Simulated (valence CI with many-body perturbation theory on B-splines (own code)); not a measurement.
Tm55+ in brief

Level of theory: valence CI with perturbative core correlation (CI+MBPT): four valence electrons over a frozen Dirac-Fock core [Ne], a basis of 9 s, 9 p, 8 d, 6 f, 3 g, 1 h functions for each j, with the one-electron correlation potential Σ1, the two-electron term Σ2, the three-electron term Σ3, Breit, model QED; selected CI, second order for the rest, scaled by the run's own slope (own B-spline code, finite nucleus).

No measured spectrum was set against this ion. As an estimate, large intervals hold to a few tenths of a per cent, small ones and those within an open d or f shell to about a per cent.

Levels are named by their leading jj configuration (3d3/2^4 stands for four electrons in 3d with j = 3/2), which in mixed levels can hold well under half, so a name can repeat and another be missing.

Rates and lifetimes use the calculated energies. Strong lines usually hold to 10 to 20 %, long lifetimes can be off by a factor of two.

What is the ground level?

(3s^2 3p1/2^2) J=0, composition 69 % 3s2 3p2 3P + 30 % 3s2 3p2 1S.

Where does the other parity begin?

At (3s 3p1/2^2 3p3/2) J=2, 3206.5 × 10³ cm⁻¹.

Name the longest-lived excited levels whose lifetime is computed, and their main decay.

(3s^2 3p1/2 3p3/2) J=2 at 2062.0 × 10³ cm⁻¹ lives 828 ns, mostly by E2 to (3s^2 3p1/2^2) J=0; (3s^2 3p1/2 3p3/2) J=1 at 1992.3 × 10³ cm⁻¹ lives 10.3 ns, mostly by M1 to (3s^2 3p1/2^2) J=0; (3s^2 3p3/2 3d5/2) J=4 at 6178.5 × 10³ cm⁻¹ lives 7.92 ns, mostly by M1 to (3s^2 3p1/2 3d5/2) J=3.

How well does LS coupling describe the low levels?

Among the lowest 20 levels the leading LS term, summed over configurations, holds 58 % on average. For single configurations the figures are 55 % in LS and 93 % in jj coupling. Terms mix most in the J = 2 level at 5540.0 × 10³ cm⁻¹, where the leading one holds 29 %.

What are the static dipole polarisabilities of the lowest levels?

(3s^2 3p1/2^2) J=0 0.00338 bohr³, of which the core gives 6.15e-05.

What is the ionisation energy?

5529.6 eV; NIST lists 5527 ± 5 eV (theoretical).
